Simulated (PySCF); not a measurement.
SMILES Fc1ccc(cc1)C(F)(F)F (C₇H₄F₄), GFN2-xTB optimised geometry.

```
15

F     -1.39    -2.91     0.00
C     -0.74    -1.74     0.00
C     -1.48    -0.57     0.00
C     -0.81     0.64     0.00
C      0.58     0.66     0.00
C      1.29     1.98    -0.02
F      1.36     2.49    -1.27
F      0.68     2.91     0.72
F      2.56     1.91     0.42
C      1.31    -0.53     0.00
C      0.64    -1.74     0.00
H     -2.56    -0.61     0.00
H     -1.36     1.57     0.00
H      2.39    -0.50     0.00
H      1.18    -2.67     0.00
```

Density from PBE0/def2-TZVP (PySCF) at that geometry.

Minimum of the electron density along straight lines between bonded atoms, close to the bond critical point (lines longer than 1.1 times the sum of covalent radii, or with two minima, are not listed):

| bond | length / Å | ρ at the minimum / e bohr⁻³ | ∇²ρ there / e bohr⁻⁵ | position (fraction from the first atom) |
|---|---|---|---|---|
| F1–C2 | 1.342 | 0.267 | ? | 0.67 |
| C2–C3 | 1.385 | 0.326 | -0.99 | 0.52 |
| C3–C4 | 1.382 | 0.322 | -0.95 | 0.50 |
| C4–C5 | 1.390 | 0.317 | -0.93 | 0.50 |
| C5–C6 | 1.503 | 0.274 | ? | 0.47 |
| C6–F7 | 1.348 | 0.281 | -0.50 | 0.34 |
| C6–F8 | 1.342 | 0.284 | -0.47 | 0.34 |
| C6–F9 | 1.340 | 0.285 | ? | 0.34 |
| C5–C10 | 1.389 | 0.318 | -0.93 | 0.51 |
| C2–C11 | 1.384 | 0.326 | -0.99 | 0.52 |
| C10–C11 | 1.382 | 0.321 | -0.95 | 0.50 |
| C3–H12 | 1.078 | 0.288 | -1.04 | 0.65 |
| C4–H13 | 1.079 | 0.290 | -1.05 | 0.65 |
| C10–H14 | 1.079 | 0.290 | -1.05 | 0.65 |
| C11–H15 | 1.078 | 0.288 | -1.04 | 0.65 |

Some entries are withheld; supply them.


- F1–C2, ∇²ρ there / e bohr⁻⁵: -0.05
- C5–C6, ∇²ρ there / e bohr⁻⁵: -0.77
- C6–F9, ∇²ρ there / e bohr⁻⁵: -0.44
